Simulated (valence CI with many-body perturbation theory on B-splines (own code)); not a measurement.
# Ir⁷⁰⁺: electric-dipole lines

Level of theory: relativistic CI+MBPT: five valence electrons over a frozen Dirac-Fock core [He], a basis of 9 s, 9 p, 8 d, 6 f, 3 g, 1 h functions for each j, with the one-electron correlation potential Σ1 (screened to all orders), the two-electron term Σ2, the three-electron term Σ3, Breit, model QED; selected single and double excitations, second order for the rest (own B-spline code, finite nucleus).

No measured spectrum was set against this ion. As an estimate, large intervals hold to a few tenths of a per cent, small ones and those within an open d or f shell to about a per cent. Among the levels kept, up to 1200 cm⁻¹ of a level comes from second order outside the variational space, and about a tenth of that is noise between levels of different J, which matters for small intervals.

Lines 151 to 200 of 262 in falling wavelength, among levels below 100300 × 10³ cm⁻¹, chosen from the strongest by gf and those to the six lowest levels. Wavelengths and rates use the calculated energies. Electric multipoles are in the length gauge, E1 and E2 with the static RPA response of the core. Weak lines are less certain than strong ones. Lines between different terms over intervals too small for the method are left out, as are lines whose strength nearly cancels. The highest levels of a list are the least certain.

Levels are named by their leading jj configuration (3d3/2^4 stands for four electrons in 3d with j = 3/2), which in mixed levels can hold well under half, so a name can repeat and another be missing. Letters in brackets count levels of one name in rising energy.

| λ vac (nm) | Upper | Lower | A (s⁻¹) | S (a.u.) with core polarisation | S without |
| --- | --- | --- | --- | --- | --- |
| 0.1298 | (2s^2 2p1/2 2p3/2 3s) J=5/2 | (2s^2 2p1/2 2p3/2^2) J=5/2 | 1.32e+14 | 8.51e-04 | 8.50e-04 |
| 0.1297 | (2s^2 2p1/2 2p3/2 3s) J=3/2 [a] | (2s^2 2p1/2 2p3/2^2) J=3/2 | 1.17e+14 | 5.03e-04 | 5.02e-04 |
| 0.1297 | (2s^2 2p1/2 2p3/2 3s) J=3/2 [b] | (2s^2 2p1/2 2p3/2^2) J=5/2 | 1.99e+14 | 8.55e-04 | 8.53e-04 |
| 0.1296 | (2s^2 2p1/2 2p3/2 3s) J=1/2 | (2s^2 2p1/2 2p3/2^2) J=3/2 | 2.33e+14 | 4.99e-04 | 4.99e-04 |
| 0.1294 | (2s^2 2p1/2 2p3/2 3s) J=5/2 | (2s^2 2p1/2 2p3/2^2) J=3/2 | 9.27e+12 | 5.96e-05 | 5.95e-05 |
| 0.1293 | (2s^2 2p1/2 2p3/2 3s) J=3/2 [b] | (2s^2 2p1/2 2p3/2^2) J=3/2 | 3.60e+13 | 1.54e-04 | 1.54e-04 |
| 0.1288 | (2s 2p1/2^2 2p3/2 3s) J=3/2 [b] | (2s 2p1/2^2 2p3/2^2) J=5/2 | 2.10e+13 | 8.87e-05 | 8.86e-05 |
| 0.1279 | (2s^2 2p1/2 2p3/2 3p3/2) J=1/2 [a] | (2s 2p1/2^2 2p3/2^2) J=1/2 | 1.45e+12 | 3.00e-06 | 3.00e-06 |
| 0.1279 | (2s^2 2p1/2 2p3/2 3p3/2) J=3/2 [a] | (2s 2p1/2^2 2p3/2^2) J=1/2 | 6.59e+10 | 2.72e-07 | 2.72e-07 |
| 0.1275 | (2s^2 2p1/2 2p3/2 3p3/2) J=3/2 [b] | (2s 2p1/2^2 2p3/2^2) J=1/2 | 3.58e+11 | 1.46e-06 | 1.46e-06 |
| 0.1270 | (2s^2 2p1/2 2p3/2 3p3/2) J=1/2 [b] | (2s 2p1/2^2 2p3/2^2) J=1/2 | 2.87e+10 | 5.81e-08 | 5.83e-08 |
| 0.1265 | (2s^2 2p1/2 2p3/2 3p3/2) J=5/2 [a] | (2s 2p1/2^2 2p3/2^2) J=5/2 | 1.09e+12 | 6.54e-06 | 6.53e-06 |
| 0.1264 | (2s^2 2p1/2 2p3/2 3p3/2) J=3/2 [a] | (2s 2p1/2^2 2p3/2^2) J=5/2 | 3.37e+11 | 1.34e-06 | 1.34e-06 |
| 0.1263 | (2s^2 2p1/2 2p3/2 3p3/2) J=7/2 | (2s 2p1/2^2 2p3/2^2) J=5/2 | 2.50e+10 | 1.99e-07 | 1.99e-07 |
| 0.1260 | (2s^2 2p1/2 2p3/2 3p3/2) J=3/2 [b] | (2s 2p1/2^2 2p3/2^2) J=5/2 | 5.70e+11 | 2.25e-06 | 2.25e-06 |
| 0.1259 | (2s^2 2p1/2 2p3/2 3p3/2) J=5/2 [b] | (2s 2p1/2^2 2p3/2^2) J=5/2 | 6.48e+10 | 3.83e-07 | 3.83e-07 |
| 0.1249 | (2s 2p1/2^2 2p3/2 3p1/2) J=3/2 [a] | (2s^2 2p1/2 2p3/2^2) J=1/2 | 1.01e+11 | 3.89e-07 | 3.89e-07 |
| 0.1242 | (2s 2p1/2^2 2p3/2 3p1/2) J=3/2 [a] | (2s^2 2p1/2 2p3/2^2) J=5/2 | 4.03e+10 | 1.52e-07 | 1.52e-07 |
| 0.1242 | (2s 2p1/2^2 2p3/2 3p1/2) J=5/2 | (2s^2 2p1/2 2p3/2^2) J=5/2 | 1.15e+11 | 6.53e-07 | 6.52e-07 |
| 0.1239 | (2s 2p1/2^2 2p3/2 3p1/2) J=3/2 [a] | (2s^2 2p1/2 2p3/2^2) J=3/2 | 1.06e+12 | 3.99e-06 | 3.98e-06 |
| 0.1239 | (2s 2p1/2^2 2p3/2 3p1/2) J=5/2 | (2s^2 2p1/2 2p3/2^2) J=3/2 | 1.15e+10 | 6.46e-08 | 6.43e-08 |
| 0.1237 | (2s 2p1/2^2 2p3/2 3p1/2) J=1/2 | (2s^2 2p1/2 2p3/2^2) J=1/2 | 2.12e+11 | 3.96e-07 | 3.96e-07 |
| 0.1237 | (2s 2p1/2^2 2p3/2 3p1/2) J=3/2 [b] | (2s^2 2p1/2 2p3/2^2) J=1/2 | 1.55e+11 | 5.81e-07 | 5.80e-07 |
| 0.1230 | (2s 2p1/2^2 2p3/2 3p1/2) J=3/2 [b] | (2s^2 2p1/2 2p3/2^2) J=5/2 | 6.72e+11 | 2.47e-06 | 2.47e-06 |
| 0.1228 | (2s 2p1/2^2 2p3/2 3p1/2) J=1/2 | (2s^2 2p1/2 2p3/2^2) J=3/2 | 1.10e+10 | 2.01e-08 | 1.98e-08 |
| 0.1228 | (2s 2p1/2^2 2p3/2 3p1/2) J=3/2 [b] | (2s^2 2p1/2 2p3/2^2) J=3/2 | 1.84e+11 | 6.71e-07 | 6.70e-07 |
| 0.1224 | (2s 2p1/2^2 2p3/2 3d3/2) J=3/2 [a] | (2s 2p1/2^2 2p3/2^2) J=1/2 | 1.03e+14 | 3.74e-04 | 3.74e-04 |
| 0.1224 | (2s 2p1/2^2 2p3/2 3d3/2) J=1/2 [a] | (2s 2p1/2^2 2p3/2^2) J=3/2 | 1.15e+14 | 2.08e-04 | 2.08e-04 |
| 0.1224 | (2s 2p1/2^2 2p3/2 3d3/2) J=1/2 [a] | (2s 2p1/2^2 2p3/2^2) J=1/2 | 5.63e+13 | 1.02e-04 | 1.02e-04 |
| 0.1216 | (2s^2 2p1/2 2p3/2 3d3/2) J=3/2 [a] | (2s^2 2p1/2 2p3/2^2) J=1/2 | 6.72e+13 | 2.38e-04 | 2.38e-04 |
| 0.1215 | (2s^2 2p1/2 2p3/2 3d3/2) J=1/2 [a] | (2s^2 2p1/2 2p3/2^2) J=1/2 | 9.03e+13 | 1.60e-04 | 1.60e-04 |
| 0.1214 | (2s 2p1/2^2 2p3/2 3d3/2) J=3/2 [b] | (2s 2p1/2^2 2p3/2^2) J=3/2 | 6.76e+13 | 2.39e-04 | 2.39e-04 |
| 0.1214 | (2s 2p1/2^2 2p3/2 3d3/2) J=3/2 [b] | (2s 2p1/2^2 2p3/2^2) J=1/2 | 1.13e+13 | 3.99e-05 | 3.99e-05 |
| 0.1213 | (2s 2p1/2^2 2p3/2 3d3/2) J=5/2 [b] | (2s 2p1/2^2 2p3/2^2) J=3/2 | 3.45e+13 | 1.82e-04 | 1.82e-04 |
| 0.1212 | (2s 2p1/2^2 2p3/2 3d3/2) J=1/2 [b] | (2s 2p1/2^2 2p3/2^2) J=3/2 | 1.54e+14 | 2.71e-04 | 2.71e-04 |
| 0.1212 | (2s 2p1/2^2 2p3/2 3d3/2) J=1/2 [b] | (2s 2p1/2^2 2p3/2^2) J=1/2 | 2.13e+14 | 3.75e-04 | 3.75e-04 |
| 0.1211 | (2s 2p1/2^2 2p3/2 3d3/2) J=5/2 [a] | (2s 2p1/2^2 2p3/2^2) J=5/2 | 1.57e+14 | 8.25e-04 | 8.26e-04 |
| 0.1211 | (2s^2 2p1/2 2p3/2 3d3/2) J=3/2 [b] | (2s^2 2p1/2 2p3/2^2) J=1/2 | 9.79e+13 | 3.43e-04 | 3.44e-04 |
| 0.1211 | (2s 2p1/2^2 2p3/2 3d3/2) J=3/2 [a] | (2s 2p1/2^2 2p3/2^2) J=5/2 | 2.76e+14 | 9.69e-04 | 9.69e-04 |
| 0.1210 | (2s 2p1/2^2 2p3/2 3d3/2) J=7/2 | (2s 2p1/2^2 2p3/2^2) J=5/2 | 2.93e+13 | 2.05e-04 | 2.05e-04 |
| 0.1210 | (2s^2 2p1/2 2p3/2 3d3/2) J=1/2 [b] | (2s^2 2p1/2 2p3/2^2) J=1/2 | 7.28e+13 | 1.27e-04 | 1.27e-04 |
| 0.1209 | (2s^2 2p1/2 2p3/2 3d3/2) J=3/2 [a] | (2s^2 2p1/2 2p3/2^2) J=5/2 | 5.74e+13 | 2.00e-04 | 2.00e-04 |
| 0.1209 | (2s^2 2p1/2 2p3/2 3d3/2) J=5/2 [a] | (2s^2 2p1/2 2p3/2^2) J=5/2 | 1.40e+14 | 7.34e-04 | 7.34e-04 |
| 0.1209 | (2s^2 2p1/2^2 3d3/2) J=3/2 | (2s^2 2p1/2^2 2p3/2) J=3/2 | 3.04e+14 | 1.06e-03 | 1.06e-03 |
| 0.1208 | (2s 2p1/2^2 2p3/2 3d5/2) J=5/2 | (2s 2p1/2^2 2p3/2^2) J=3/2 | 1.94e+14 | 1.01e-03 | 1.01e-03 |
| 0.1207 | (2s^2 2p1/2 2p3/2 3d3/2) J=7/2 | (2s^2 2p1/2 2p3/2^2) J=5/2 | 4.39e+13 | 3.05e-04 | 3.05e-04 |
| 0.1206 | (2s^2 2p1/2 2p3/2 3d3/2) J=3/2 [a] | (2s^2 2p1/2 2p3/2^2) J=3/2 | 1.76e+14 | 6.11e-04 | 6.11e-04 |
| 0.1206 | (2s^2 2p1/2 2p3/2 3d3/2) J=5/2 [a] | (2s^2 2p1/2 2p3/2^2) J=3/2 | 4.26e+11 | 2.21e-06 | 2.21e-06 |
| 0.1205 | (2s^2 2p1/2 2p3/2 3d3/2) J=1/2 [a] | (2s^2 2p1/2 2p3/2^2) J=3/2 | 1.74e+14 | 3.01e-04 | 3.02e-04 |
| 0.1205 | (2s^2 2p1/2 2p3/2 3d3/2) J=5/2 [b] | (2s^2 2p1/2 2p3/2^2) J=5/2 | 2.77e+13 | 1.44e-04 | 1.44e-04 |
